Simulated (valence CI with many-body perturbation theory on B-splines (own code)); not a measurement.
# Ho⁵⁹⁺: magnetic and hyperfine properties of the levels

Computed by valence CI with perturbative core correlation (CI+MBPT): six valence electrons over a frozen Dirac-Fock core [He], radial functions for each j: 9 s, 9 p, 8 d, 6 f, 3 g, 1 h, with the one-electron correlation potential Σ1, the two-electron term Σ2, the three-electron term Σ3, Breit, model QED; selected CI, second order for the rest, scaled by the run's own slope (own B-spline code, finite nucleus).

The last digits are not significant, and no measured levels were compared; by estimate large intervals hold to a few tenths of a per cent, small ones and those within an open d or f shell to about a per cent. Among the levels kept, up to 2100 cm⁻¹ of a level comes from second order outside the variational space, and about a tenth of that is noise between levels of different J, which matters for small intervals.

A/g_I is the dipole constant over the nuclear g factor μ/I (μ in nuclear magnetons, uniformly magnetised nucleus), B/Q the quadrupole constant per barn. Both hold the static response of the core; the bare values leave it out. Large factors of s and p1/2 electrons are usually good to 5 to 10 %; those of open d and f shells near neutrality can be off by tens of per cent, and small factors of p3/2, d and f electrons come from cancelling terms and can be off by a factor of two or in sign, in half-filled shells by more. B is blank for J = 1/2, where it vanishes, and for nearly pure S terms. Energies count from the lowest level. Levels with J = 0 are left out.

Levels are named by their leading jj configuration (3d3/2^4 stands for four electrons in 3d with j = 3/2), which in mixed levels can hold well under half, so a name can repeat and another be missing. Letters in brackets count levels of one name in rising energy.

```csv
Level,E (eV),g,A/g_I (MHz),A/g_I bare,B/Q (MHz/b),B/Q bare
(2s^2 2p1/2^2 2p3/2^2) J=2,0.0,1.315,587000,601000,76200,76300
(2s^2 2p1/2 2p3/2^3) J=1,886.5,1.475,-439000,-416000,-577000,-578000
(2s^2 2p1/2 2p3/2^3) J=2,905.0,1.126,1630000,1640000,-1230000,-1240000
(2s 2p1/2^2 2p3/2^3) J=2,1237.5,1.470,4060000,4040000,-1150000,-1150000
(2s 2p1/2^2 2p3/2^3) J=1,1310.3,1.169,-2880000,-2810000,-452000,-453000
(2s 2p1/2 2p3/2^4) J=1,2170.2,1.267,9610000,9510000,-120000,-120000
(2s^2 2p1/2^2 2p3/2 3s) J=2,7042.1,1.493,1470000,1470000,1130000,1130000
(2s^2 2p1/2^2 2p3/2 3s) J=1,7050.2,1.154,-289000,-262000,575000,576000
(2s^2 2p1/2^2 2p3/2 3p1/2) J=1,7146.6,1.480,394000,414000,560000,561000
(2s^2 2p1/2^2 2p3/2 3p1/2) J=2,7148.3,1.164,780000,790000,1110000,1110000
(2s^2 2p1/2^2 2p3/2 3p3/2) J=3,7399.8,1.325,377000,387000,1450000,1450000
(2s^2 2p1/2^2 2p3/2 3p3/2) J=1,7400.1,1.342,374000,384000,-575000,-575000
(2s^2 2p1/2^2 2p3/2 3p3/2) J=2,7425.3,1.315,380000,390000,34500,34600
(2s^2 2p1/2^2 2p3/2 3d3/2) J=2,7507.1,1.030,339000,346000,-4030,-4010
(2s^2 2p1/2^2 2p3/2 3d3/2) J=3,7514.5,1.081,336000,344000,1140000,1140000
(2s^2 2p1/2^2 2p3/2 3d3/2) J=1,7517.6,1.087,335000,343000,-469000,-470000
(2s^2 2p1/2^2 2p3/2 3d5/2) J=4,7574.0,1.241,241000,246000,1170000,1170000
(2s^2 2p1/2^2 2p3/2 3d5/2) J=2,7584.3,1.229,80500,81900,-782000,-783000
(2s^2 2p1/2^2 2p3/2 3d5/2) J=3,7598.9,1.201,201000,206000,-187000,-187000
(2s^2 2p1/2^2 2p3/2 3d5/2) J=1,7609.5,1.062,-375000,-386000,127000,127000
(2s^2 2p1/2 2p3/2^2 3s) J=2 [a],7912.3,1.580,785000,793000,104000,104000
(2s^2 2p1/2 2p3/2^2 3s) J=1 [a],7923.0,1.302,-1320000,-1280000,28600,28700
(2s^2 2p1/2 2p3/2^2 3s) J=3,7936.2,1.305,1880000,1880000,-4800,-4820
(2s^2 2p1/2 2p3/2^2 3s) J=2 [b],7943.7,1.027,1060000,1070000,-26200,-26200
(2s^2 2p1/2 2p3/2^2 3s) J=1 [b],7984.4,1.306,4440000,4410000,-13700,-13800
(2s^2 2p1/2 2p3/2^2 3p1/2) J=1 [a],8014.4,1.640,-632000,-604000,41100,41200
(2s^2 2p1/2 2p3/2^2 3p1/2) J=2 [a],8022.4,1.202,727000,737000,14000,14000
(2s^2 2p1/2 2p3/2^2 3p1/2) J=3,8039.2,1.086,1430000,1430000,-16700,-16700
(2s^2 2p1/2 2p3/2^2 3p1/2) J=2 [b],8072.3,1.304,891000,903000,58000,58000
(2s^2 2p1/2 2p3/2^2 3p1/2) J=1 [b],8082.4,0.640,3070000,3060000,-3320,-3320
(2s 2p1/2^2 2p3/2^2 3s) J=3,8207.8,1.529,3250000,3230000,218000,219000
(2s 2p1/2^2 2p3/2^2 3s) J=2 [a],8234.6,1.385,3210000,3200000,78200,78300
```
